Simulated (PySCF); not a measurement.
**Ionisation energy of Tm⁵⁸⁺ by level of theory**

Tm⁵⁸⁺ [Ne] 3s1 (2S) → Tm⁵⁹⁺ [Ne] (1S), as a difference of total energies. Calculation: PySCF 2.14, in an even-tempered Gaussian basis (17 s from 15 bohr⁻², ratio 2.5; 12 p from 20 bohr⁻², ratio 2.5; 4 d from 72 bohr⁻², ratio 2.7; 4 f from 110 bohr⁻², ratio 2.7); the spin-free X2C one-electron Hamiltonian (Gaussian nucleus). Correlated levels: outer shells: 1s2 frozen; virtual orbitals above 40 to 60 times the deepest correlated orbital energy dropped. The calculations carry no spin-orbit coupling.

| method | ionisation energy (eV) |
| --- | --- |
| UHF | 6025.9 |
| MP2 (outer shells) | 6026.7 |
| SCS-MP2 (outer shells) | 6026.6 |
| CCSD (outer shells) | 6026.7 |
| CCSD(T) (outer shells) | 6026.7 |

Breit and QED terms and the two-electron picture change are absent.

For comparison: 6023 ± 6 eV (theoretical estimate listed by NIST; NIST Atomic Spectra Database, ionization energies).
